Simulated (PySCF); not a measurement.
**Electron correlation in Dy³⁺ (dysprosium, charge +3)**

[Xe] 4f9, one real determinant. All numbers are calculated (PySCF 2.14, scalar relativity by spin-free X2C-1e, in ANO-RCC-VTZP (8s7p5d3f2g1h, 104 functions)). Frozen: [Ar] 3d10; 35 electrons correlated.

MP2 pair energies summed by pair of shells (mhartree):

```
 pair   energy  share (%)
4d-4f  -280.62       20.8
4f-4f  -255.83       18.9
4f-5p  -212.18       15.7
5p-5p  -131.03        9.7
4d-4d  -103.11        7.6
4d-5p   -80.91        6.0
4p-4f   -58.86        4.4
4p-4d   -56.36        4.2
4f-5s   -46.84        3.5
5s-5p   -35.64        2.6
4d-5s   -25.05        1.9
4p-4p   -13.55        1.0
4s-4f   -11.03        0.8
4s-4d   -10.16        0.8
4p-5p    -9.51        0.7
5s-5s    -6.50        0.5
4s-4p    -6.44        0.5
4p-5s    -4.69        0.3
4s-5p    -1.20        0.1
4s-4s    -1.06        0.1
4s-5s    -0.43        0.0
```

Total MP2 correlation energy: -1351.0 mhartree.

Same-spin part -525.09 and opposite-spin part -825.92 mhartree; SCS-MP2 scales them by 1/3 and 6/5 to -1166.1 mhartree.

The reference is one real determinant that mixes LS terms of this configuration.
